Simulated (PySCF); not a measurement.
BaF2, charge +1, doublet, geometry from GFN2-xTB (such geometries of metal compounds can be far from the true shape) (a state made from the parent by changing its charge; the spin is typed, not shown lowest) (core potentials on Ba). Base run: PBE0/def2-SVPD in PySCF.

Input for PySCF:
```python
from pyscf import gto, scf, dft, solvent

mol = gto.M(
    atom='''
Ba    0.428049    0.060398   -0.067330
F    -1.651668    0.950858   -0.803154
F    -1.011749   -1.326666    1.222095
''',
    basis='def2-svpd',
    ecp={'Ba': 'def2-svpd'},
    charge=1,
    spin=1,
    verbose=3,
)

mf = dft.UKS(mol)
mf.xc = 'pbe0'
mf.kernel()
mf.analyze()
```

The base run was repeated with changes; each row names its change, and settings that it needs were set with it.

```json
[
 {"change": "base", "ΔE vs base (kJ/mol)": "0.00"},
 {"change": "model = IEF-PCM; solvent = water", "ΔE vs base (kJ/mol)": "-276.3"},
 {"change": "model = COSMO; solvent = chloroform", "ΔE vs base (kJ/mol)": "-198.2"},
 {"change": "model = C-PCM; solvent = chloroform", "ΔE vs base (kJ/mol)": "-219.6"},
 {"change": "model = IEF-PCM; solvent = dimethylsulfoxide", "ΔE vs base (kJ/mol)": "-273.7"},
 {"change": "model = SS(V)PE; solvent = chloroform", "ΔE vs base (kJ/mol)": "-214.5"},
 {"change": "model = IEF-PCM; solvent = chloroform; vdw_scale = 1.0", "ΔE vs base (kJ/mol)": "-284.3"},
 {"change": "model = IEF-PCM; solvent = chloroform; r_probe = 0.5", "ΔE vs base (kJ/mol)": "-175.3"},
 {"change": "model = IEF-PCM; solvent = chloroform; lebedev_order = 11", "ΔE vs base (kJ/mol)": "-215.9"},
 {"change": "model = IEF-PCM; solvent = chloroform; vdw_scale = 1.1", "ΔE vs base (kJ/mol)": "-245.4"},
 {"change": "model = IEF-PCM; solvent = chloroform; vdw_scale = 1.4", "ΔE vs base (kJ/mol)": "-175.7"},
 {"change": "model = IEF-PCM; solvent = chloroform", "ΔE vs base (kJ/mol)": "-216.3"}
]
```

The base is the gas phase, so ΔE is the electrostatic part of solvation at a fixed geometry, without cavity and dispersion terms.

Open shells are given as the SCF converged; they aren't shown to be the lowest states, and a large step between rows can be another state.
